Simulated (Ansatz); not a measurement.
SnEt3Br (C6H15BrSn), relaxed as a singlet with RKS PBE-D4/def2-SVP in Ansatz, starting from the GFN2-xTB geometry. Force threshold 0.03 eV/Å.

In the def2 sets Sn takes a core potential; there is no spin–orbit coupling.

Start:

```
atom   x (Å)   y (Å)   z (Å)
 Sn1   0.010   0.011  -0.035
  C2   1.498  -0.901  -1.466
  C3   2.475   0.103  -2.034
  H4   0.918  -1.366  -2.261
  H5   2.019  -1.686  -0.922
  H6   3.144  -0.392  -2.737
  H7   1.956   0.897  -2.567
  H8   3.081   0.553  -1.251
  C9   0.914   1.073   1.739
 C10  -0.091   1.886   2.523
 H11   1.701   1.714   1.345
 H12   1.376   0.314   2.367
 H13   0.411   2.404   3.340
 H14  -0.567   2.635   1.894
 H15  -0.865   1.253   2.951
 C16  -1.796  -1.263   0.426
 C17  -2.689  -1.498  -0.772
 H18  -2.343  -0.752   1.217
 H19  -1.423  -2.204   0.824
 H20  -3.550  -2.097  -0.476
 H21  -3.056  -0.559  -1.179
 H22  -2.162  -2.032  -1.559
Br23  -0.963   1.907  -1.367
```

| step | energy (eV) | largest force component (eV/Å) | SCF passes |
| --- | --- | --- | --- |
| 1 | -82313.2577 | 1.037 | 22 |
| 2 | -82313.4558 | 0.326 | 19 |
| 3 | -82313.4895 | 0.292 | 19 |
| 4 | -82313.4972 | 0.024 | 19 |

Force components are those of the run's own axes.

End:

```xyz
23

Sn    0.0048    0.0206   -0.0387
C     1.4410   -0.8927   -1.4137
C     2.4306    0.1147   -1.9982
H     0.8394   -1.3815   -2.2084
H     1.9558   -1.7007   -0.8504
H     3.1198   -0.3691   -2.7237
H     1.9063    0.9342   -2.5312
H     3.0599    0.5816   -1.2121
C     0.9069    1.0132    1.6897
C    -0.0952    1.8571    2.4770
H     1.7360    1.6333    1.2891
H     1.3659    0.2201    2.3184
H     0.3960    2.3859    3.3223
H    -0.5697    2.6265    1.8339
H    -0.9092    1.2382    2.9090
C    -1.7300   -1.2270    0.4374
C    -2.6341   -1.4843   -0.7676
H    -2.2741   -0.7019    1.2500
H    -1.3342   -2.1720    0.8675
H    -3.5256   -2.0839   -0.4829
H    -2.9962   -0.5347   -1.2117
H    -2.1077   -2.0421   -1.5697
Br   -0.9865    1.9645   -1.3857
```

By distances, no bond broke or formed. The bond that changes most is Sn1–C16, from 2.26 to 2.19 Å (atoms count from 1).

No frequencies were taken in this run, so the end may be a saddle point.

Run time 7 s (4 threads of Intel Xeon 6975P-C on a shared host).
